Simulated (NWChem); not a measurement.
Species: HSe anion

Computed with NWChem. Geometry: optimised at B3LYP/def2-SVPD. Level: PBE0/def2-SVPD; the question gives the wavelength of the field.

Task: What does the run give for field static? Quantities: isotropic polarisability (bohr³); anisotropy (bohr³).

Result: 
- isotropic polarisability (bohr³): 58.9
- anisotropy (bohr³): 14.6
